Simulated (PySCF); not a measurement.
## Radial density of Kr⁺ (krypton, charge +1)

PBE, [Ar] 3d10 4s2 4p5, 2P determinant. Calculation: PySCF 2.14, in aug-cc-pVDZ-PP with ECP10MDF (5s4p3d, 32 functions); a scalar-relativistic core potential. This is the valence pseudo-density: the core potential removes the inner electrons and smooths the orbitals near the nucleus.

| r (bohr) | 4πr²ρ (e/bohr) | 4πr²(ρα − ρβ) |
| --- | --- | --- |
| 0.000619 | 5.476e-05 | 0.0000 |
| 0.00104 | 0.0001547 | 0.0000 |
| 0.00175 | 0.0004357 | 0.0000 |
| 0.00295 | 0.001217 | 0.0000 |
| 0.00495 | 0.003325 | 0.0000 |
| 0.00833 | 0.008557 | 0.0000 |
| 0.0140 | 0.01912 | 0.0000 |
| 0.0236 | 0.03410 | 0.0000 |
| 0.0397 | 0.05898 | 0.0000 |
| 0.0667 | 0.1987 | 0.0002 |
| 0.112 | 1.441 | 0.0015 |
| 0.189 | 8.269 | 0.0177 |
| 0.317 | 28.18 | 0.1173 |
| 0.534 | 32.46 | 0.0617 |
| 0.898 | 9.008 | 0.1746 |
| 1.51 | 5.215 | 0.6877 |
| 2.54 | 1.503 | 0.2394 |
| 4.27 | 0.07152 | 0.0104 |

Energies and moments cover only the electrons outside the core potential.
